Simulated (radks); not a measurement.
Co15+, configuration [Ne] 3s1.5 4s0.5 (fractional occupations, a model configuration). All-electron calculation, scalar-relativistic Kohn-Sham, HCTH/407, spin-polarised, spherical densities, point nucleus; open shells are filled with parallel spins first. Program: a radial shooting solver on a logarithmic mesh with Libxc functionals.

Radial electron density D(r) = 4 pi r^2 rho(r):

```
   r/bohr * D(r) (the largest magnitude, 35.2, reaches the edge; | marks zero)
 0.004897 |    *
 0.006225 |       *
 0.007978 |           *
  0.01014 |                *
  0.01289 |                      *
  0.01652 |                              *
    0.021 |                                      *
   0.0267 |                                             *
  0.03394 |                                                 *
  0.04349 |                                                 *
  0.05529 |                                             *
  0.07029 |                                        *
  0.09007 |                                     *
   0.1145 |                                          *
   0.1456 |                                                  *
   0.1851 |                                                      *
   0.2371 |                                              *
   0.3015 |                            *
   0.3832 |             *
   0.4911 |       *
   0.6243 |    *
   0.7936 |  *
    1.009 | *
    1.293 |*
    1.644 *
    2.089 *
    2.677 *
```

D(r) has 2 maxima, at r = 0.0386, 0.181 bohr, and minima at 0.0872 bohr, inside which lie 2.13 electrons.
